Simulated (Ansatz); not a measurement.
Reaction (atomization): `[OH][GaH][OH]` → Ga• + 3 H• + 2 O•

Isolated molecules relaxed with PBE0-D4/def2-TZVP in Ansatz; ΔE leaves out vibrations. CCSD(T)/CBS is the MP2 limit (def2-TZVPP, def2-QZVPP) plus CCSD(T) − MP2 in def2-TZVPP, frozen cores. This one scheme is used for every species, atoms too. For atomizations the MP2-based limit and the directly extrapolated one differ by several kJ/mol either way, and by 10 to 25 for some Ge, Se and Sn compounds, so smaller differences from it don't rank the levels. DFT in def2-TZVPP. B3LYP here is the variant with VWN-RPA as its local correlation; programs differ in this. HSE06 is defined as in plane-wave codes. No spin–orbit coupling; open shells (•) take unrestricted orbitals. Spin–orbit coupling would lower the free atoms: a little for O; clearly for Ga. Bonds to Ga are less sure, by a few kJ/mol each and by 10 to 20 or more in all where they break to atoms, as the def2 sets lack core-valence functions. Scalar relativity is left out up to krypton. One conformer a species, not always the lowest.

```json
{"level": "LDA (SPW92)", "ΔE (kJ/mol)": "2271.8", "difference from CCSD(T)/CBS": "297.9"}
{"level": "PBE-D4", "ΔE (kJ/mol)": "1969.9", "difference from CCSD(T)/CBS": "-4.0"}
{"level": "revPBE-D4", "ΔE (kJ/mol)": "1905.6", "difference from CCSD(T)/CBS": "-68.3"}
{"level": "BLYP-D4", "ΔE (kJ/mol)": "1935.2", "difference from CCSD(T)/CBS": "-38.7"}
{"level": "r2SCAN-D4", "ΔE (kJ/mol)": "1954.9", "difference from CCSD(T)/CBS": "-19.0"}
{"level": "PBE0-D4", "ΔE (kJ/mol)": "1909.4", "difference from CCSD(T)/CBS": "-64.5"}
{"level": "B3LYP-D4", "ΔE (kJ/mol)": "1921.8", "difference from CCSD(T)/CBS": "-52.1"}
{"level": "r2SCANh-D4", "ΔE (kJ/mol)": "1930.7", "difference from CCSD(T)/CBS": "-43.2"}
{"level": "r2SCAN0-D4", "ΔE (kJ/mol)": "1896.1", "difference from CCSD(T)/CBS": "-77.8"}
{"level": "BHLYP-D4", "ΔE (kJ/mol)": "1836.8", "difference from CCSD(T)/CBS": "-137.1"}
{"level": "CAM-B3LYP-D4", "ΔE (kJ/mol)": "1948.6", "difference from CCSD(T)/CBS": "-25.3"}
{"level": "ωB97X-V", "ΔE (kJ/mol)": "1952.7", "difference from CCSD(T)/CBS": "-21.2"}
{"level": "ωB97M-V", "ΔE (kJ/mol)": "1943.6", "difference from CCSD(T)/CBS": "-30.3"}
{"level": "B2PLYP", "ΔE (kJ/mol)": "1927.5", "difference from CCSD(T)/CBS": "-46.4"}
{"level": "PBE-QIDH", "ΔE (kJ/mol)": "1920.9", "difference from CCSD(T)/CBS": "-53.0"}
{"level": "revPBE", "ΔE (kJ/mol)": "1882.7", "difference from CCSD(T)/CBS": "-91.2"}
{"level": "BLYP", "ΔE (kJ/mol)": "1917.9", "difference from CCSD(T)/CBS": "-56.0"}
{"level": "r2SCAN", "ΔE (kJ/mol)": "1953.2", "difference from CCSD(T)/CBS": "-20.7"}
{"level": "PBE0", "ΔE (kJ/mol)": "1902.9", "difference from CCSD(T)/CBS": "-71.0"}
{"level": "B3LYP", "ΔE (kJ/mol)": "1909.1", "difference from CCSD(T)/CBS": "-64.8"}
{"level": "r2SCANh", "ΔE (kJ/mol)": "1928.8", "difference from CCSD(T)/CBS": "-45.1"}
{"level": "r2SCAN0", "ΔE (kJ/mol)": "1894.0", "difference from CCSD(T)/CBS": "-79.9"}
{"level": "HSE06", "ΔE (kJ/mol)": "1905.1", "difference from CCSD(T)/CBS": "-68.8"}
{"level": "BHLYP", "ΔE (kJ/mol)": "1826.7", "difference from CCSD(T)/CBS": "-147.2"}
{"level": "CAM-B3LYP", "ΔE (kJ/mol)": "1942.0", "difference from CCSD(T)/CBS": "-31.9"}
{"level": "HF/def2-SVP", "ΔE (kJ/mol)": "1288.8", "difference from CCSD(T)/CBS": "-685.1"}
{"level": "MP2/def2-SVP", "ΔE (kJ/mol)": "1868.0", "difference from CCSD(T)/CBS": "-105.9"}
{"level": "CCSD/def2-SVP", "ΔE (kJ/mol)": "1793.4", "difference from CCSD(T)/CBS": "-180.5"}
{"level": "CCSD(T)/def2-SVP", "ΔE (kJ/mol)": "1813.4", "difference from CCSD(T)/CBS": "-160.5"}
{"level": "HF/def2-TZVPP", "ΔE (kJ/mol)": "1301.4", "difference from CCSD(T)/CBS": "-672.5"}
{"level": "MP2/def2-TZVPP", "ΔE (kJ/mol)": "1981.7", "difference from CCSD(T)/CBS": "7.8"}
{"level": "SCS-MP2/def2-TZVPP", "ΔE (kJ/mol)": "1957.0", "difference from CCSD(T)/CBS": "-16.9"}
{"level": "CCSD/def2-TZVPP", "ΔE (kJ/mol)": "1885.2", "difference from CCSD(T)/CBS": "-88.7"}
{"level": "CCSD(T)/def2-TZVPP", "ΔE (kJ/mol)": "1920.7", "difference from CCSD(T)/CBS": "-53.2"}
{"level": "HF/def2-QZVPP", "ΔE (kJ/mol)": "1306.6", "difference from CCSD(T)/CBS": "-667.3"}
{"level": "MP2/def2-QZVPP", "ΔE (kJ/mol)": "2014.0", "difference from CCSD(T)/CBS": "40.1"}
{"level": "SCS-MP2/def2-QZVPP", "ΔE (kJ/mol)": "1994.9", "difference from CCSD(T)/CBS": "21.0"}
{"level": "HF/CBS(def2)", "ΔE (kJ/mol)": "1307.4", "difference from CCSD(T)/CBS": "-666.5"}
{"level": "MP2/CBS(def2)", "ΔE (kJ/mol)": "2034.8", "difference from CCSD(T)/CBS": "60.9"}
{"level": "CCSD/CBS(def2)", "ΔE (kJ/mol)": "1938.3", "difference from CCSD(T)/CBS": "-35.6"}
{"level": "CCSD(T)/CBS", "ΔE (kJ/mol)": "1973.9", "difference from CCSD(T)/CBS": "0"}
```

Largest T1 diagnostic among the species: 0.015.

The D4 term adds +12.7 kJ/mol with B3LYP and +6.5 kJ/mol with PBE0; it sums over pairs of atoms, weighted by their polarisabilities, and B3LYP, whose exchange is more repulsive, gets the larger term. From PBE to PBE0 (25 % exact exchange), in def2-TZVPP and without D4, ΔE moves by −59.3 kJ/mol: exact exchange takes away binding that semilocal exchange gives to molecules.
